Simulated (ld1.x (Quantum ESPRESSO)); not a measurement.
osmium, TM: configuration errors across variants

| Property | Result |
| --- | --- |
| Element | osmium |
| Generator | ld1.x (Quantum ESPRESSO) 7.5 |
| Type | norm-conserving Troullier–Martins (Kleinman–Bylander form) |
| Functional | PW91 |
| Relativity | scalar-relativistic |
| Frozen core | [Xe] 4f14 |
| Valence charge | 8 |
| Reference configuration | 5d6 6s1.75 6p0.25 |
| Partial waves | 6s (bound): rc 2.50 bohr; 6p (bound): rc 2.90 bohr; 5d (bound): rc 2.35 bohr |
| Local potential | all-electron potential smoothed inside 2.35 bohr (lloc = -1) |
| Core correction | a·sin(br)/r model core, default radius (core density twice the valence density) |

All-electron excitation energies from the reference (eV): (1) 5d6 6s2 6p0 -1.228; (2) 5d6 6s1 6p0 8.419; (3) 5d6 6s0 6p0 25.414; (4) 5d6 6s0 6p1 14.595; (5) 5d6 6s0 6p2 9.287; (6) 5d5 6s2 6p0 9.912.

The default core radius of the base comes out at 1.31 bohr.

Tests that are not counted but printed errors over 1 eV. “base”: 5d6.5 6s1.5 6p0 (solver errors, printed error -404 eV). “core correction a·sin(br)/r model core inside 1.72 bohr”: 5d6.5 6s1.5 6p0 (solver errors, printed error -402 eV); 5d5 6s2 6p0 (solver errors, printed error -272 eV). “wave 5d (bound): rc 2.35 bohr becomes 5d (bound): rc 2.76 bohr”: 5d6.5 6s1.5 6p0 (solver errors, printed error -390 eV); 5d5 6s2 6p0 (solver errors, printed error -270 eV). “wave 6p (bound): rc 2.90 bohr becomes 6p (bound): rc 4.16 bohr”: 5d6.5 6s1.5 6p0 (solver errors, printed error -404 eV).

2 further variants failed, have other tests or too few solved ones, and are left out.

A true bound ghost makes a file unfit for plane-wave use even where its test errors are small: the radial tests pick states by their node count and pass the ghost by. Where a test does run into it, the solver fails or the error is huge.

Errors AE − PS in meV (a dash: test not solved or not reliable):

| change | (1) | (2) | (3) | (4) | (5) | (6) | bound ghosts |
| --- | --- | --- | --- | --- | --- | --- | --- |
| base | +0.5 | -3.0 | -47 | -7.2 | -8.3 | +267 | none |
| core correction a·sin(br)/r model core inside 1.72 bohr | +0.5 | -1.8 | -43 | -4.9 | -7.1 | – | none |
| wave 5d (bound): rc 2.35 bohr becomes 5d (bound): rc 2.76 bohr | +0.5 | -1.5 | -44 | -5.8 | -8.3 | – | none |
| local potential all-electron potential smoothed inside 2.60 bohr (lloc = -2) | +0.3 | -9.6 | -50 | -13 | -11 | -46 | none |
| wave 6p (bound): rc 2.90 bohr becomes 6p (bound): rc 4.16 bohr | +0.7 | -4.0 | -51 | +15 | +14 | +265 | none |
| local potential all-electron potential smoothed inside 3.46 bohr (lloc = -1) | +0.2 | -11 | -57 | -18 | -15 | -77 | none |

(1) Give the same row for: wave 6s (bound): rc 2.50 bohr becomes 6s (bound): rc 3.44 bohr.

Results:

(1) +0.7, +6.5, -71, -33, -42, +385; bound ghosts: s. Not counted: 5d6.5 6s1.5 6p0 (solver errors, printed error -416 eV).
